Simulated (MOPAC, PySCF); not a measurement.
[Ti(Br)2(H)2], neutral singlet in the gas phase. 

Z-matrix (Å, degrees):
```
Ti
H 1 1.6892
H 1 1.6893 2 112.10
Br 1 2.3190 2 106.76 3 -116.57
Br 1 2.3193 2 106.79 3 116.77
```
Charge 0, spin multiplicity 1.

All levels are single points at this geometry (TPSS-D3(BJ)/def2-SVP); Pople sets use spherical d functions. Orbital energies aren't observables, and empty levels follow the basis.

```tsv
level	HOMO (eV)	LUMO (eV)	gap (eV)	dipole (D)	vertical IE, Delta-SCF (eV)
B3LYP-D3(BJ)/def2-TZVP in PySCF	-8.83	-3.67	5.15	0.16	–
TPSSh-D3(BJ)/def2-TZVP in PySCF	-8.48	-3.99	4.49	0.07	–
B3LYP/3-21G in PySCF	-8.73	-3.52	5.21	0.33	–
B3LYP/6-311+G** (LANL2DZ on Br, Ti) in PySCF	-9.02	-4.11	4.91	0.48	–
B3LYP/LANL2DZ in PySCF	-9.06	-4.16	4.90	0.38	–
BP86/6-31G* (LANL2DZ on Ti) in PySCF	-8.02	-4.89	3.13	0.32	–
M06-2X/6-31G* (LANL2DZ on Ti) in PySCF	-10.38	-3.03	7.34	0.43	–
PBE/6-31G* (LANL2DZ on Ti) in PySCF	-7.89	-4.79	3.10	0.32	–
SVWN5/6-31G* (LANL2DZ on Ti) in PySCF	-7.88	-5.01	2.87	0.37	–
HF/3-21G in PySCF	-11.77	0.03	11.81	1.60	–
HF/6-31G* (LANL2DZ on Ti) in PySCF	-11.96	-0.30	11.66	0.84	–
PM6 in MOPAC	-10.56	-3.44	7.12	0.13	–
PM7 in MOPAC	-10.10	-2.51	7.59	1.12	–
```
